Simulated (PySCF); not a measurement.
An unknown gives this computed stick spectrum. Level of theory: PySCF, TDDFT B3LYP/def2-SVPD, vertical, gas phase, core orbitals frozen in the response. Geometries: PBE0-D3(BJ)/def2-SVP, one conformer each.

```json
{"state": "S1", "λ (nm)": "268.8", "f": "0.0001"}
{"state": "S2", "λ (nm)": "260.3", "f": "0.0011"}
{"state": "S3", "λ (nm)": "259.0", "f": "0.0002"}
{"state": "S4", "λ (nm)": "217.6", "f": "0.027"}
{"state": "S5", "λ (nm)": "214.2", "f": "0.0026"}
{"state": "S6", "λ (nm)": "202.1", "f": "0.032"}
{"state": "S7", "λ (nm)": "200.8", "f": "0.018"}
{"state": "S8", "λ (nm)": "191.3", "f": "0.0021"}
{"state": "S9", "λ (nm)": "189.7", "f": "0.025"}
{"state": "S10", "λ (nm)": "184.0", "f": "0.021"}
```

Triplets computed (Tamm–Dancoff): 3.76, 4.12, 4.13, 4.35 eV.

Question: Which structure fits? All have the formula C9H10.
A. `c1ccc2c(c1)CCC2`
B. `Cc1ccc2c(c1)CC2`
C. `C#CC#CCC(=C)CC`

Answer: C. Its S1, at 4.61 eV, is the lowest among the candidates; the nearest of the others has S1 at 5.07 eV. S1 is HOMO→LUMO (75%), HOMO-1→LUMO+1 (17%). Löwdin shares by element: HOMO carbon 82% or more (atoms not listed hold the other 18%); LUMO carbon 74% or more (atoms not listed hold the other 26%). At the same level the other candidates give, for their lowest levels:
- `c1ccc2c(c1)CCC2`: 240 nm (f 0.023); 213 nm (f 0.006); 199 nm (f 0.013); 188 nm (f 0.076); 188 nm (f 0.301); T1 4.06 eV; HOMO -6.51, LUMO -0.43 eV
- `Cc1ccc2c(c1)CC2`: 245 nm (f 0.042); 215 nm (f 0.015); 201 nm (f 0.001); 192 nm (f 0.005); 189 nm (f 0.392); T1 4.02 eV; HOMO -6.38, LUMO -0.48 eV

The values belong to the conformer `[CH:1]#[C:2][C:3]#[C:4][CH2:5][C:6](=[CH2:7])[CH2:8][CH3:9]`: C4–C5–C6–C7 130°, C5–C6–C8–C9 -57°.
